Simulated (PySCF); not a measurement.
Simulation results for CH$_{8}$B$_{2}$Si, B$_{2}$H$_{7}$NSi, B$_{2}$H$_{5}$OSi, AlBH$_{5}$OSi

Calculation on a computer-drawn molecule: the log of a Hartree-Fock and frozen-core CCSD(T) single point meant for a local Hartree-Fock minimum, with one planted fault or none, to be diagnosed. Offsets are logged minus clean, where the clean run is the same molecule without the fault. The reference is restricted for singlets and unrestricted otherwise, and also for a bond in bohr or an excited solution. Adding or removing an electron swaps singlet and doublet. The excited solution moves the top pair (singlet) or top alpha electron (doublet) to the lowest empty orbital. Highest occupied and lowest empty are orbital energies over both spins, largest force is the largest gradient component, triples share is (T) over the correlation energy, the T1 limit is 0.02 restricted and 0.045 unrestricted, electrons count all cores, a negative frequency is imaginary (commonest isotopes), and the dipole is about the centre of nuclear charge. Program: PySCF 2.14.0.

Common to all runs: meant multiplicity 1; meant basis cc-pV(D+d)Z; logged SCF converged yes; logged CC converged yes; logged SCF stable within its kind yes; possible faults no fault, one electron removed, one electron added, multiplicity raised by two, geometry at a saddle point, SCF held on an excited solution, minimal basis STO-3G, one bond length entered in bohr, all coordinates scaled.

```yaml
- entry: 1
  formula: CH8B2Si
  logged_structure:
    atoms_angstrom:
      - [B, -0.4372, 3.1721, -0.6104]
      - [Si, 0.4758, 1.3762, -0.2761]
      - [B, -0.3911, 0.5384, 1.3866]
      - [C, -1.428, -0.6461, 1.3456]
      - [H, -1.4146, 3.2586, -1.3029]
      - [H, -0.046, 4.1773, -0.0832]
      - [H, 1.9328, 1.5747, -0.0397]
      - [H, 0.3307, 0.4869, -1.4622]
      - [H, -0.064, 0.9659, 2.465]
      - [H, -0.8386, -1.5503, 1.5687]
      - [H, -2.34, -0.9608, -0.4775]
      - [H, -2.1866, -0.5811, 2.1306]
  given:
    meant_charge: 0
    logged_electrons: 38
    logged_basis_functions: 105
    logged_spin_squared: 0.7057
    "logged_highest_occupied [eV]": -10.062
    "logged_lowest_empty [eV]": 0.96943
    "logged_largest_force [hartree/bohr]": 0.022169
    logged_T1_diagnostic: 0.056093
    logged_D1_diagnostic: 0.26339
    logged_triples_share: 0.035026
    "logged_dipole_magnitude [debye]": 1.0726
    "logged_energy_HF [hartree]": -380.65215
    "logged_energy_CCSD(T) [hartree]": -381.14447
    drawn_bonds_atom: [1, 2, 3, 1, 1, 2, 2, 3, 4, 4, 4]
    drawn_bonds_other_atom: [2, 3, 4, 5, 6, 7, 8, 9, 10, 11, 12]
    drawn_bonds_order: [1, 1, 1, 1, 1, 1, 1, 1, 1, 1, 1]
  results:
    planted_fault: "one bond length entered in bohr, row 10 of the drawn bonds"
    "HF_energy_offset_from_clean_run [kcal/mol]": 79.94
    "CCSD(T)_energy_offset_from_clean_run [kcal/mol]": 81.45
  notes: ["T1 above single-reference limit"]
- entry: 2
  formula: B2H7NSi
  logged_structure:
    atoms_angstrom:
      - [B, -0.2653, -1.1707, -0.5535]
      - [Si, 1.1737, 0.273, -0.5828]
      - [B, 2.3619, 0.0841, 1.0795]
      - ["N", 3.7162, -0.2039, 0.9774]
      - [H, -1.2634, -1.0338, 0.1012]
      - [H, -0.1376, -2.2104, -1.1423]
      - [H, 0.5357, 1.6202, -0.5808]
      - [H, 1.9974, 0.1814, -1.8246]
      - [H, 1.9028, 0.2145, 2.1856]
      - [H, 4.3134, -0.296, 1.774]
      - [H, 4.1922, -0.3249, 0.1074]
  given:
    meant_charge: 0
    logged_electrons: 38
    logged_basis_functions: 31
    logged_spin_squared: 0.0
    "logged_highest_occupied [eV]": -8.2906
    "logged_lowest_empty [eV]": 6.6336
    "logged_largest_force [hartree/bohr]": 0.042822
    logged_T1_diagnostic: 0.01695
    logged_D1_diagnostic: 0.075264
    logged_triples_share: 0.016547
    "logged_dipole_magnitude [debye]": 1.8956
    "logged_energy_HF [hartree]": -392.16767
    "logged_energy_CCSD(T) [hartree]": -392.38768
    drawn_bonds_atom: [1, 2, 3, 1, 1, 2, 2, 3, 4, 4]
    drawn_bonds_other_atom: [2, 3, 4, 5, 6, 7, 8, 9, 10, 11]
    drawn_bonds_order: [1, 1, 1, 1, 1, 1, 1, 1, 1, 1]
  results:
    planted_fault: "minimal basis STO-3G"
    "HF_energy_offset_from_clean_run [kcal/mol]": 2927
    "CCSD(T)_energy_offset_from_clean_run [kcal/mol]": 3113
- entry: 3
  formula: B2H5OSi
  logged_structure:
    atoms_angstrom:
      - [B, -3.0222, 0.7536, 1.0408]
      - [Si, -2.5411, 2.299, -0.2154]
      - [B, -1.528, 1.5532, -1.8702]
      - [O, -0.9311, 1.0311, -2.8219]
      - [H, -2.7461, -0.3781, 0.7897]
      - [H, -3.5981, 1.0415, 2.0435]
      - [H, -3.6797, 2.9675, -0.872]
      - [H, -1.5511, 3.2627, 0.2997]
      - [H, -0.5132, 1.2419, -3.6525]
  given:
    meant_charge: 1
    logged_electrons: 36
    logged_basis_functions: 29
    logged_spin_squared: 0.0
    "logged_highest_occupied [eV]": -14.788
    "logged_lowest_empty [eV]": 0.37864
    "logged_largest_force [hartree/bohr]": 0.043693
    logged_T1_diagnostic: 0.018614
    logged_D1_diagnostic: 0.057882
    logged_triples_share: 0.038239
    "logged_dipole_magnitude [debye]": 4.935
    "logged_energy_HF [hartree]": -410.92537
    "logged_energy_CCSD(T) [hartree]": -411.1327
    drawn_bonds_atom: [1, 2, 3, 1, 1, 2, 2, 4]
    drawn_bonds_other_atom: [2, 3, 4, 5, 6, 7, 8, 9]
    drawn_bonds_order: [1, 1, 1, 1, 1, 1, 1, 1]
  results:
    planted_fault: "minimal basis STO-3G"
    "HF_energy_offset_from_clean_run [kcal/mol]": 3077
    "CCSD(T)_energy_offset_from_clean_run [kcal/mol]": 3249
- entry: 4
  formula: B2H5OSi
  logged_structure:
    atoms_angstrom:
      - [B, -2.8167, 0.7024, 0.97]
      - [Si, -2.3683, 2.1427, -0.2007]
      - [B, -1.4241, 1.4476, -1.743]
      - [O, -0.8678, 0.961, -2.63]
      - [H, -2.5594, -0.3524, 0.736]
      - [H, -3.3534, 0.9707, 1.9046]
      - [H, -3.4295, 2.7658, -0.8127]
      - [H, -1.4456, 3.0408, 0.2793]
      - [H, -0.4783, 1.1575, -3.4041]
  given:
    meant_charge: 1
    logged_electrons: 36
    logged_basis_functions: 90
    logged_spin_squared: 0.0
    "logged_highest_occupied [eV]": -16.616
    "logged_lowest_empty [eV]": -3.2927
    "logged_largest_force [hartree/bohr]": 0.093077
    logged_T1_diagnostic: 0.014823
    logged_D1_diagnostic: 0.040013
    logged_triples_share: 0.025049
    "logged_dipole_magnitude [debye]": 4.3649
    "logged_energy_HF [hartree]": -415.78389
    "logged_energy_CCSD(T) [hartree]": -416.25896
    drawn_bonds_atom: [1, 2, 3, 1, 1, 2, 2, 4]
    drawn_bonds_other_atom: [2, 3, 4, 5, 6, 7, 8, 9]
    drawn_bonds_order: [1, 1, 1, 1, 1, 1, 1, 1]
  results:
    planted_fault: "all coordinates scaled, by -6.8 %"
    "HF_energy_offset_from_clean_run [kcal/mol]": 27.8
    "CCSD(T)_energy_offset_from_clean_run [kcal/mol]": 32.24
- entry: 5
  formula: AlBH5OSi
  logged_structure:
    atoms_angstrom:
      - [B, -2.8149, -1.6711, 2.2804]
      - [Si, -2.6817, -0.0301, 1.0927]
      - [O, -1.3454, -0.1787, 0.0015]
      - [Al, -0.1243, -0.2561, -1.0337]
      - [H, -2.0431, -2.5823, 2.1971]
      - [H, -3.6937, -1.7244, 3.0879]
      - [H, -2.4028, 1.2084, 1.8426]
      - [H, -3.8514, 0.1477, 0.2127]
      - [H, 1.049, -0.341, -2.0215]
  given:
    meant_charge: 1
    logged_electrons: 45
    logged_basis_functions: 99
    logged_spin_squared: 0.7647
    "logged_highest_occupied [eV]": -5.1424
    "logged_lowest_empty [eV]": 1.167
    "logged_largest_force [hartree/bohr]": 0.062737
    logged_T1_diagnostic: 0.047934
    logged_D1_diagnostic: 0.29342
    logged_triples_share: 0.025524
    "logged_dipole_magnitude [debye]": 2.5925
    "logged_energy_HF [hartree]": -633.27752
    "logged_energy_CCSD(T) [hartree]": -633.75481
    drawn_bonds_atom: [1, 2, 3, 1, 1, 2, 2, 4]
    drawn_bonds_other_atom: [2, 3, 4, 5, 6, 7, 8, 9]
    drawn_bonds_order: [1, 1, 1, 1, 1, 1, 1, 1]
  results:
    planted_fault: "one electron added"
    "HF_energy_offset_from_clean_run [kcal/mol]": -105.4
    "CCSD(T)_energy_offset_from_clean_run [kcal/mol]": -115.6
  notes: ["T1 above single-reference limit"]
```
